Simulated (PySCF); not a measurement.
# Calculated NMR parameters of C=C(C)B(OC)OCF

- Formula: C5H10BFO2
- SMILES: C=C(C)B(OC)OCF
- Point group of the computed structure: C1
- Carbon signals: 5
- Proton signals: 5

Atoms are numbered as in `[CH2:1]=[C:2]([CH3:3])[B:4]([O:5][CH3:6])[O:7][CH2:8][F:9]`. Hydrogens are named by the atom that carries them. Ha(C1) is cis to C3; Hb(C1) is trans to C3.

[PySCF 2.14: shielding tensors at HF/pcSseg-1 (GIAO); geometry from PBE0-D3(BJ)/def2-SVP; non-relativistic Hamiltonian; in vacuum; equivalent nuclei averaged; one conformer]

Scale: ¹H (σref 31.69), ¹³C (σref 190.85) against TMS; ¹⁹F (σref 246.35) against CFCl3; ¹¹B (σref 115.29) vs BF3·OEt2; ¹⁷O (σref 333.31) against H2O (reference shieldings calculated alike).

| carbon | δC, type | δH (multiplicity) | HMBC from (2–3 bonds) | span of the C tensor (ppm) |
| --- | --- | --- | --- | --- |
| C1 | 139.1, CH2 | Ha(C1) 6.02 (m); Hb(C1) 6.10 (m) | H(C3) | 242 |
| C2 | 145.1, C | – | Hb(C1), Ha(C1), H(C3) | 276 |
| C3 | 23.1, CH3 | 1.87 (s) | Hb(C1), Ha(C1) | 34 |
| C6 | 48.1, CH3 | 3.52 (s) | – | 63 |
| C8 | 87.9, CH2 | 5.19 (m) | – | 40 |

Other nuclei:
```
atoms  nucleus                environment  δ (ppm)  σ (ppm)
   F9      ¹⁹F  fluorine on an sp3 carbon   -122.5    368.9
   B4      ¹¹B     boron bonded to C, 2 O     30.4     84.9
   O7      ¹⁷O      oxygen bonded to C, B    123.8    209.5
   O5      ¹⁷O      oxygen bonded to C, B     69.7    263.7
```

1. δC 145.1: fully substituted alkene carbon; the olefinic region.
2. δC 139.1: terminal =CH2 carbon; the olefinic region.
3. δC 87.9: sp3 CH2 bonded to F and O; 2 electronegative neighbours deshield it.
4. δH 5.19: hydrogen on an sp3 CH2 bonded to F and O; its carbon carries F and O, hence the downfield position.
5. δH 1.87: hydrogen on an allylic methyl carbon; allylic position.

A carbon bonded to boron is broadened by the quadrupolar boron nucleus and is often missing from a measured spectrum. Splittings by ¹⁹F in the carbon and heteronuclear signals aren't shown, as no couplings were computed. Shifts are as computed. Against solution values, carbons near 30 ppm lie about -0 ppm off and those near 130 ppm about +7 ppm. Of 1211 compounds with measured shifts, 218 miss one by over three times the rms of a fit or turn the order of signals round; such compounds aren't used in these exercises. Unscaled 19F shifts against computed CFCl3 carry errors that often reach 10 to 50 ppm. Experimental scales use liquid or dissolved standards, which lie at an offset from isolated H2O (liquid H2O: subtract about 36 ppm). Multiplicities follow the n + 1 count of equivalent neighbours, as no J values were calculated; m marks all less simple cases, F and P coupling included.
